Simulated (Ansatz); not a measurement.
Ansatz (an electronic-structure program) input (B3LYP-D3(BJ)/def2-TZVP):

Ansatz 0.2 input:
```yaml
crystal:
  periodic: [false, false, false]
  atoms:
    - {symbol: Fe, position_ang: [0.59863075, 0.04297155, -0.08130327]}
    - {symbol: Br, position_ang: [-0.58547000, 1.52655022, -1.16669874]}
    - {symbol: Br, position_ang: [-0.09191132, -1.54490395, 1.25416768]}
basis:
  gaussian:
    orbitals: def2-TZVP
hamiltonian:
  xc: b3lyp
  dispersion: d3bj
magnetization: {spin_polarized: true, initial_magnetization: 4}
relax: {f_tol: 0.002, max_steps: 150}
```

Output:

```
Functional definition: B3LYP
integrals: 0.10 GiB planned
1144 factors; integrals over basis functions are off by at most 2.5e-4 eV
mean field: 1.51 GiB planned
mean field evaluation 1: about -174445.8717 eV, gradient 1.3e2 eV
mean field evaluation 2: about -173976.1957 eV, gradient 2.9e2 eV
mean field evaluation 4: about -174350.1522 eV, gradient 2.1e2 eV
mean field evaluation 8: about -174485.4259 eV, gradient 3.0e-1 eV
mean field evaluation 16: about -174485.5016 eV, gradient 1.2e-5 eV
mean field evaluation 32: about -174485.1945 eV, gradient 5.0e0 eV
mean field -174485.50158752 eV, -6412.2239128207 hartree, gradient 7.4e-6 eV, S^2 6.015014; 4 other end points of the search recorded, 0 dependent functions left out
the calculation of the forces begins
reference -174485.50181135 eV, -6412.2239210462 hartree; 50, 46 occupied and 91, 95 virtual orbitals, 1144 factors
relax step   1: F+E_penalty+E_count = -174485.68098807 eV  Δ(F+E_penalty+E_count) = +0.000e0 eV  max|allowed force component| = 1.257e0 eV/Å  Δτ_max = 0.0000 Å  (156 SCF iters, accepted)
these checks for a lower state are left out or cut short: starts, cluster_reference, orbital_swaps, neighbouring_geometries, increment
integrals: 0.10 GiB planned
1144 factors; integrals over basis functions are off by at most 3.6e-4 eV
mean field: 1.50 GiB planned
mean field -174485.78246246 eV, -6412.2342347840 hartree, gradient 3.6e-6 eV, S^2 6.013650; 0 other end points of the search recorded, 0 dependent functions left out
the calculation of the forces begins
reference -174485.78268844 eV, -6412.2342430888 hartree; 50, 46 occupied and 91, 95 virtual orbitals, 1144 factors
relax step   2: F+E_penalty+E_count = -174485.94991931 eV  Δ(F+E_penalty+E_count) = -2.689e-1 eV  max|allowed force component| = 3.637e-1 eV/Å  Δτ_max = 0.1759 Å  (72 SCF iters, accepted)
these checks for a lower state are left out or cut short: starts, cluster_reference, orbital_swaps, neighbouring_geometries, increment
integrals: 0.10 GiB planned
1144 factors; integrals over basis functions are off by at most 4.2e-4 eV
mean field: 1.51 GiB planned
mean field evaluation 64: about -174485.9030 eV, gradient 1.0e-5 eV
mean field -174485.90303820 eV, -6412.2386658610 hartree, gradient 2.9e-10 eV, S^2 6.012852; 0 other end points of the search recorded, 0 dependent functions left out
the calculation of the forces begins
reference -174485.90326428 eV, -6412.2386741693 hartree; 50, 46 occupied and 91, 95 virtual orbitals, 1144 factors
relax step   3: F+E_penalty+E_count = -174486.06377264 eV  Δ(F+E_penalty+E_count) = -1.139e-1 eV  max|allowed force component| = 3.759e-1 eV/Å  Δτ_max = 0.1933 Å  (212 SCF iters, accepted)
these checks for a lower state are left out or cut short: starts, cluster_reference, orbital_swaps, neighbouring_geometries, increment
integrals: 0.10 GiB planned
1144 factors; integrals over basis functions are off by at most 4.3e-4 eV
mean field: 1.52 GiB planned
mean field evaluation 96: about -174485.9651 eV, gradient 2.0e-3 eV
mean field evaluation 128: about -174485.9651 eV, gradient 3.5e-6 eV
mean field -174485.96513323 eV, -6412.2409478111 hartree, gradient 1.9e-10 eV, S^2 6.012482; 1 other end points of the search recorded, 0 dependent functions left out
the calculation of the forces begins
reference -174485.96535897 eV, -6412.2409561070 hartree; 50, 46 occupied and 91, 95 virtual orbitals, 1144 factors
relax step   4: F+E_penalty+E_count = -174486.12336640 eV  Δ(F+E_penalty+E_count) = -5.959e-2 eV  max|allowed force component| = 2.044e-1 eV/Å  Δτ_max = 0.1949 Å  (441 SCF iters, accepted)
these checks for a lower state are left out or cut short: starts, cluster_reference, orbital_swaps, neighbouring_geometries, increment
integrals: 0.10 GiB planned
1144 factors; integrals over basis functions are off by at most 4.1e-4 eV
mean field: 1.52 GiB planned
mean field evaluation 160: about -174485.9758 eV, gradient 2.0e-10 eV
mean field -174485.97580283 eV, -6412.2413399119 hartree, gradient 2.0e-10 eV, S^2 6.012415; 0 other end points of the search recorded, 0 dependent functions left out
the calculation of the forces begins
reference -174485.97602821 eV, -6412.2413481945 hartree; 50, 46 occupied and 91, 95 virtual orbitals, 1144 factors
relax step   5: F+E_penalty+E_count = -174486.13490764 eV  Δ(F+E_penalty+E_count) = -1.154e-2 eV  max|allowed force component| = 9.547e-2 eV/Å  Δτ_max = 0.0364 Å  (211 SCF iters, accepted)
these checks for a lower state are left out or cut short: starts, cluster_reference, orbital_swaps, neighbouring_geometries, increment
integrals: 0.10 GiB planned
1144 factors; integrals over basis functions are off by at most 4.0e-4 eV
mean field: 1.52 GiB planned
mean field evaluation 192: about -174485.9831 eV, gradient 1.6e-5 eV
mean field -174485.98309423 eV, -6412.2416078656 hartree, gradient 2.6e-10 eV, S^2 6.012372; 0 other end points of the search recorded, 0 dependent functions left out
the calculation of the forces begins
reference -174485.98331975 eV, -6412.2416161533 hartree; 50, 46 occupied and 91, 95 virtual orbitals, 1144 factors
relax step   6: F+E_penalty+E_count = -174486.14194109 eV  Δ(F+E_penalty+E_count) = -7.033e-3 eV  max|allowed force component| = 2.720e-2 eV/Å  Δτ_max = 0.0777 Å  (254 SCF iters, accepted)
these checks for a lower state are left out or cut short: starts, cluster_reference, orbital_swaps, neighbouring_geometries, increment
integrals: 0.10 GiB planned
1144 factors; integrals over basis functions are off by at most 4.0e-4 eV
mean field: 1.52 GiB planned
mean field evaluation 224: about -174485.9837 eV, gradient 8.9e-6 eV
mean field -174485.98366846 eV, -6412.2416289683 hartree, gradient 1.6e-10 eV, S^2 6.012366; 0 other end points of the search recorded, 0 dependent functions left out
the calculation of the forces begins
reference -174485.98389398 eV, -6412.2416372559 hartree; 50, 46 occupied and 91, 95 virtual orbitals, 1144 factors
relax step   7: F+E_penalty+E_count = -174486.14257994 eV  Δ(F+E_penalty+E_count) = -6.389e-4 eV  max|allowed force component| = 2.728e-3 eV/Å  Δτ_max = 0.0274 Å  (162 SCF iters, accepted)
these checks for a lower state are left out or cut short: starts, cluster_reference, orbital_swaps, neighbouring_geometries, increment
integrals: 0.10 GiB planned
1144 factors; integrals over basis functions are off by at most 4.0e-4 eV
mean field: 1.52 GiB planned
mean field -174485.98367463 eV, -6412.2416291950 hartree, gradient 1.5e-10 eV, S^2 6.012366; 0 other end points of the search recorded, 0 dependent functions left out
the calculation of the forces begins
reference -174485.98390015 eV, -6412.2416374827 hartree; 50, 46 occupied and 91, 95 virtual orbitals, 1144 factors
relax step   8: F+E_penalty+E_count = -174486.14258645 eV  Δ(F+E_penalty+E_count) = -6.508e-6 eV  max|allowed force component| = 4.840e-5 eV/Å  Δτ_max = 0.0031 Å  (142 SCF iters, accepted)
integrals: 0.10 GiB planned
1144 factors; integrals over basis functions are off by at most 4.0e-4 eV
mean field: 1.52 GiB planned
mean field evaluation 256: about -174485.9189 eV, gradient 3.8e-1 eV
mean field evaluation 288: about -174485.9837 eV, gradient 8.5e-5 eV
mean field evaluation 320: about -174485.9837 eV, gradient 7.0e-6 eV
mean field -174485.98367463 eV, -6412.2416291950 hartree, gradient 2.9e-10 eV, S^2 6.012366; 8 other end points of the search recorded, 0 dependent functions left out
the calculation of the forces begins
reference -174485.98390015 eV, -6412.2416374827 hartree; 50, 46 occupied and 91, 95 virtual orbitals, 1144 factors
Total energy: -174486.14281197 eV, -6412.2474773843 hartree
Atom 0 at    -0.026215     0.008208     0.002051 Å, force    -0.000031    -0.000002     0.000004 eV/Å
Atom 1 at    -0.313283     1.794274    -1.405690 Å, force     0.000023    -0.000047     0.000035 eV/Å
Atom 2 at     0.260748    -1.777864     1.409805 Å, force     0.000008     0.000048    -0.000040 eV/Å
Dipole moment:     0.000033     0.000002    -0.000004 e Å
```

The spin state was set by rule; other spins were not relaxed.
